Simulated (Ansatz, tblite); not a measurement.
Spin states of FeCl₃, formally d⁵, each relaxed with r2SCAN-D4/def2-SVP in Ansatz. Electronic energies in the gas phase.

The xTB rows come from tblite. Correlated methods freeze 20 core orbitals; core or outer-core shells of Fe are correlated, in sets that lack core-valence functions.

Quartet geometry (C2v within 0.1 Å):

```xyz
4

Fe    0.111    0.092    0.034
Cl   -1.463   -1.207   -0.451
Cl    1.935   -0.962    0.196
Cl   -0.582    2.078    0.221
```

Sextet geometry (D3h within 0.1 Å):

```tsv
atom	x (Å)	y (Å)	z (Å)
Fe1	0.004	-0.008	-0.003
Cl2	1.860	1.047	-0.201
Cl3	-0.526	-0.902	1.873
Cl4	-1.338	-0.137	-1.670
```

Run but left out: HF/STO-3G, HF/def2-TZVP, PBE0-D4/def2-TZVP, LC-ωPBE/def2-TZVP, PBE-QIDH/def2-TZVP, MP2/def2-TZVP, CCSD/def2-TZVP, CCSD(T)/def2-TZVP (quartet: ⟨S²⟩ 4.07 to 4.73, where a pure state has 3.75).

The doublet was relaxed too but is left out (at the level of its geometry, ⟨S²⟩ 2.33, where a pure state has 0.75); at PBE0-D4/def2-TZVP it lies 1.86 eV above the lowest shown.

```json
{"level": "GFN1-xTB", "sextet − quartet (kcal/mol)": "26.3", "lowest of these": "quartet", "remarks": "–"}
{"level": "GFN2-xTB", "sextet − quartet (kcal/mol)": "30.9", "lowest of these": "quartet", "remarks": "–"}
{"level": "PBE-D4/def2-TZVP", "sextet − quartet (kcal/mol)": "-11.9", "lowest of these": "sextet", "remarks": "spin-contaminated (⟨S²⟩ 3.92) (quartet)"}
{"level": "BLYP-D4/def2-TZVP", "sextet − quartet (kcal/mol)": "-9.8", "lowest of these": "sextet", "remarks": "–"}
{"level": "r2SCAN-D4/def2-TZVP", "sextet − quartet (kcal/mol)": "-18.7", "lowest of these": "sextet", "remarks": "spin-contaminated (⟨S²⟩ 3.99) (quartet)"}
{"level": "B97M-V/def2-TZVP", "sextet − quartet (kcal/mol)": "-17.3", "lowest of these": "sextet", "remarks": "–"}
{"level": "r2SCANh-D4/def2-TZVP", "sextet − quartet (kcal/mol)": "-21.8", "lowest of these": "sextet", "remarks": "spin-contaminated (⟨S²⟩ 4.05) (quartet)"}
{"level": "RPA@PBE/def2-TZVP", "sextet − quartet (kcal/mol)": "-19.1", "lowest of these": "sextet", "remarks": "spin-contaminated (⟨S²⟩ 3.92) (quartet)"}
```

```csv
state,donor atoms,mean metal–ligand distance (Å),range (Å),Mulliken spin on the metal (PBE0)
quartet,3,2.108,2.10–2.11,3.02
sextet,3,2.144,2.14–2.14,4.10
```

⟨S²⟩ at PBE0-D4/def2-TZVP: quartet 4.07 (pure 3.75), sextet 8.77 (pure 8.75).

Change of the sextet − quartet gap on mixing in exact exchange, in kcal/mol: r2SCAN to r2SCANh (10 % exact exchange) -3.1.

The xTB methods have no term that favours high spin, so they put low spin too low.
